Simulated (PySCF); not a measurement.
Members of the series SiXY, Y = fluoro; each row names its spin state. All species are isolated molecules in the gas phase. One relaxed conformer stands for each flexible species; it need not be the lowest. Strings in code marks are SMILES.

Quantity: adiabatic spin-state energy, in eV.

A: `[C-]#[N+][Si]F`: multiplicity 3 minus multiplicity 1
B: `F[Si][SiH3]`: multiplicity 3 minus multiplicity 1
C: `B[Si]F`: multiplicity 3 minus multiplicity 1
D: `C=C[Si]F`: multiplicity 3 minus multiplicity 1
E: `C#C[Si]F`: multiplicity 3 minus multiplicity 1
F: `F[SiH]`: multiplicity 3 minus multiplicity 1

Problem. Rank these by adiabatic spin-state energy (lowest first), as PBE-D3(BJ)/def2-TZVP // PBE0-D3(BJ)/def2-TZVP (PySCF) gives it.

Solution. C (0.034 eV), B (0.93 eV), F (1.49 eV), D (1.54 eV), E (1.74 eV), A (2.28 eV)
